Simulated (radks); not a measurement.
Q: The bromine ion Br6+, 29 electrons, occupied as [Ar] 3d10 4p1 (not the ground configuration). Method: scalar-relativistic Kohn-Sham, revPBE, spin-unpolarised, spherical densities, finite nucleus; Fermi nuclear charge, rms radius 4.1629 fm; computed with a radial shooting solver on a logarithmic mesh with Libxc functionals. Some entries of the table are withheld. Estimate them.

| orbital | occ. | eigenvalue (eV) | <r> (bohr) |
|---|---|---|---|
| 1s | 2 | -13413.31 | 0.04274 |
| 2s | 2 | -1825.789 | 0.1895 |
| 2p | 6 | (1) | 0.1654 |
| 3s | 2 | -329.3395 | 0.5498 |
| 3p | 6 | -264.5928 | (2) |
| 3d | 10 | -157.3644 | 0.5782 |
| 4s | 0 | -96.4589 | 1.423 |
| 4p | 1 | (3) | 1.563 |
| 4d | 0 | -55.5275 | 1.919 |
| 5p | 0 | (4) | 3.038 |
| 4f | 0 | -36.2578 | (5) |

A: 
(1) 2p eigenvalue (eV): -1621.240
(2) 3p <r> (bohr): 0.5612
(3) 4p eigenvalue (eV): -79.9091
(4) 5p eigenvalue (eV): -40.1811
(5) 4f <r> (bohr): 2.502
